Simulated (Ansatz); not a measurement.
Program: Ansatz. Geometries: PBE0-D4/def2-TZVP. ΔE: electronic, gas phase. CBS: MP2 limit from def2 TZ/QZ plus the TZ coupled-cluster correction, frozen cores. This one scheme is used for every species. DFT in def2-TZVPP. B3LYP here is the variant with VWN-RPA as its local correlation; programs differ in this. One conformer a species, not always the lowest.

Reaction (cleavage of the Al–B bond): `[AlH2][BH]Cl` + `NB(O)F` → `OB(F)[NH][AlH2]` + `BCl`

| level | ΔE (kJ/mol) | difference from CCSD(T)/CBS |
| --- | --- | --- |
| revPBE-D4 | -120.2 | 14.0 |
| B97M-V | -138.0 | -3.8 |
| B3LYP-D4 | -134.6 | -0.4 |
| r2SCANh-D4 | -134.1 | 0.1 |
| PBE0 | -122.3 | 11.9 |
| r2SCANh | -133.7 | 0.5 |
| RPA@PBE/def2-TZVPP | -136.4 | -2.2 |
| HF/def2-SVP | -144.0 | -9.8 |
| HF/def2-TZVPP | -141.9 | -7.7 |
| MP2/def2-TZVPP | -146.1 | -11.9 |
| SCS-MP2/def2-TZVPP | -145.0 | -10.8 |
| CCSD(T)/def2-TZVPP | -137.1 | -2.9 |
| MP2/def2-QZVPP | -144.6 | -10.4 |
| SCS-MP2/def2-QZVPP | -143.4 | -9.2 |
| MP2/CBS(def2) | -143.2 | -9.0 |
| CCSD/CBS(def2) | -134.3 | -0.1 |
| CCSD(T)/CBS | -134.2 | 0 |

Largest T1 diagnostic among the species: 0.013.

From BLYP to BHLYP (50 % exact exchange), in def2-TZVPP and without D4, ΔE moves by −8.4 kJ/mol. At CCSD(T), def2-SVP lies −7.1 kJ/mol from the extrapolated value and def2-TZVPP −2.9 kJ/mol.
